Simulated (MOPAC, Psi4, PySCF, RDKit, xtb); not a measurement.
Two geometries of C₂H₆SSe, SMILES [SeH]CSC, singlet, relaxed at B3LYP-D3(BJ)/def2-SVP with one dihedral held; other torsions can differ between them too.

Structure A

```
10

C     -1.5496     0.4313     0.0808
S     -0.5173    -0.8329     0.8763
C      0.9040    -0.8104    -0.2465
Se     1.9485     0.8799    -0.3666
H     -2.4453     0.5545     0.7054
H     -1.0096     1.3897     0.0347
H     -1.8571     0.1233    -0.9309
H      0.5810    -1.0170    -1.2772
H      1.5814    -1.6139     0.0672
H      2.8810     0.5210     0.7183
```

Structure B

```
10

C     -1.5611     0.4397     0.0897
S     -0.4573    -0.7528     0.9100
C      0.9095    -0.7746    -0.2698
Se     1.9884     0.9070    -0.2868
H     -2.4653     0.5126     0.7103
H     -1.0993     1.4363     0.0221
H     -1.8447     0.0936    -0.9161
H      0.5405    -0.9743    -1.2854
H      1.5709    -1.5930     0.0411
H      3.2460     0.2373    -0.6758
```

Q: Which is lower in energy at the level DF-MP2 (frozen core)/cc-pVTZ // B3LYP-D3(BJ)/def2-SVP (Psi4), and by how much?

A: A is lower, by 1.45 kcal/mol (dihedral S2–C3–Se4–H10: 90° in A, 150° in B).

E(B) − E(A) in kcal/mol at the other levels, on the same two geometries: B3LYP/def2-TZVP // B3LYP-D3(BJ)/def2-SVP (Psi4) 1.30; B3LYP-D3(BJ)/def2-TZVP // B3LYP-D3(BJ)/def2-SVP (Psi4) 1.39; PBE/def2-TZVP // B3LYP-D3(BJ)/def2-SVP (Psi4) 1.59; PBE-D3(BJ)/def2-TZVP // B3LYP-D3(BJ)/def2-SVP (Psi4) 1.64; HF/cc-pVTZ // B3LYP-D3(BJ)/def2-SVP (Psi4) 0.82; UFF // B3LYP-D3(BJ)/def2-SVP (RDKit) -1.31; AM1, restricted, heats of formation // B3LYP-D3(BJ)/def2-SVP (MOPAC) 0.47; PM3, restricted, heats of formation // B3LYP-D3(BJ)/def2-SVP (MOPAC) 0.70; GFN1-xTB // B3LYP-D3(BJ)/def2-SVP (xtb) 1.06; restricted B3LYP/6-31G*, spherical d // B3LYP-D3(BJ)/def2-SVP (PySCF) 1.49; restricted Hartree-Fock/LANL2DZ, with its core potentials past Ne // B3LYP-D3(BJ)/def2-SVP (PySCF) 1.72; restricted Hartree-Fock/STO-3G // B3LYP-D3(BJ)/def2-SVP (PySCF) 1.43.
